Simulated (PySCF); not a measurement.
PySCF 2.14 output of an unrestricted LDA calculation on a single atom or ion in x2c-TZVPPall, with the spin-free X2C one-electron Hamiltonian (Gaussian nucleus):

```
SCF conv_tol = 1e-09
number electrons alpha = 35  beta = 28
    P. A. M. Dirac.,  Math. Proc. Cambridge Philos. Soc. 26, 376 (1930)
    F. Bloch.,  Z. Phys. 57, 545 (1929)
    S. H. Vosko, L. Wilk, and M. Nusair.,  Can. J. Phys. 58, 1200 (1980)
cycle= 1 E= -11699.162852538  delta_E= -0.0354  |g|= 0.37  |ddm|= 0.687
cycle= 2 E= -11699.141401009  delta_E= 0.0215  |g|= 0.611  |ddm|= 0.422
cycle= 3 E= -11699.176251672  delta_E= -0.0349  |g|= 0.00999  |ddm|= 0.266
cycle= 4 E= -11699.1762649523  delta_E= -1.33e-05  |g|= 0.000786  |ddm|= 0.0123
cycle= 5 E= -11699.1762650371  delta_E= -8.48e-08  |g|= 0.000138  |ddm|= 0.00138
cycle= 6 E= -11699.1762650407  delta_E= -3.58e-09  |g|= 2.01e-05  |ddm|= 0.0002
cycle= 7 E= -11699.1762650408  delta_E= -5.64e-11  |g|= 1.03e-06  |ddm|= 2.27e-05
converged SCF energy = -11699.1762650408  <S^2> = 15.75233  2S+1 = 8.0005825
```

The run itself started from symmetry-adapted Hartree-Fock orbitals and held the occupation by maximum overlap, on a logarithmic radial grid, so the iterations belong to that start.

Q: Which element, charge and spin multiplicity is this?

A: Tb²⁺ (terbium, charge +2), multiplicity 8; the state was [Xe] 4f8 6s1, high-spin 8F determinant (an excited configuration).

Spin-orbit coupling, absent here, splits the open shell strongly.
